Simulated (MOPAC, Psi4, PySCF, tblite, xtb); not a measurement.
Dimer HCl ··· C2H6 (SMILES Cl and CC), singlet at R = 3.82 Å between the centres of mass, closest contact 3.10 Å (a random orientation, not optimised). Geometry in Å and degrees:

```
C
H 1 1.0918
H 1 1.0918 2 107.56
H 1 1.0918 2 107.56 3 -115.60
C 1 1.5262 2 111.32 3 122.20
H 5 1.0918 1 111.32 2 179.98
H 5 1.0918 6 107.56 1 122.20
H 5 1.0918 6 107.56 7 115.60
Cl 2 3.1008 1 107.63 3 -32.20
H 9 1.2820 2 122.29 1 2.12
```

Levels of theory: GFN2-xTB (tblite); SAPT0/jun-cc-pVDZ, frozen core (Psi4); BLYP/def2-TZVP, counterpoise-corrected (Psi4); BLYP-D3(BJ)/def2-TZVP, counterpoise-corrected (Psi4); PBE/def2-TZVP, counterpoise-corrected (Psi4); PBE-D3(BJ)/def2-TZVP, counterpoise-corrected (Psi4); wB97X-D/def2-TZVP, counterpoise-corrected (Psi4); HF/aug-cc-pVDZ, counterpoise-corrected (Psi4); MP2/aug-cc-pVDZ = DF-MP2/aug-cc-pVDZ, frozen core, counterpoise-corrected (Psi4 1.11); SCS-MP2/aug-cc-pVDZ = DF-SCS-MP2/aug-cc-pVDZ, frozen core, counterpoise-corrected run with Psi4; PM7, restricted, heats of formation (MOPAC); AM1, restricted, heats of formation (MOPAC); GFN1-xTB (xtb); RKS-B3LYP/6-31G* = restricted B3LYP/6-31G*, spherical d, no counterpoise correction run with PySCF; RMP2/3-21G = PySCF 2.14.0 with restricted MP2 (frozen core)/3-21G, no counterpoise correction; RHF/6-31G* = restricted Hartree-Fock/6-31G*, spherical d, no counterpoise correction (PySCF); RKS-M06-2X/6-31G* = restricted M06-2X/6-31G*, spherical d, no counterpoise correction (PySCF 2.14.0).

### Question
What interaction energy does each level give?

### Answer

```csv
method,E_int / kJ/mol
PM7,-6.24
GFN1-xTB,-2.91
PBE-D3(BJ)/def2-TZVP,-1.70
RKS-M06-2X/6-31G*,-1.55
GFN2-xTB,-1.52
BLYP-D3(BJ)/def2-TZVP,-0.62
MP2/aug-cc-pVDZ,-0.40
wB97X-D/def2-TZVP,-0.28
SCS-MP2/aug-cc-pVDZ,0.90
AM1,0.97
RMP2/3-21G,1.29
SAPT0/jun-cc-pVDZ,1.49
PBE/def2-TZVP,1.56
RKS-B3LYP/6-31G*,3.03
RHF/6-31G*,4.62
HF/aug-cc-pVDZ,5.29
BLYP/def2-TZVP,5.59
```
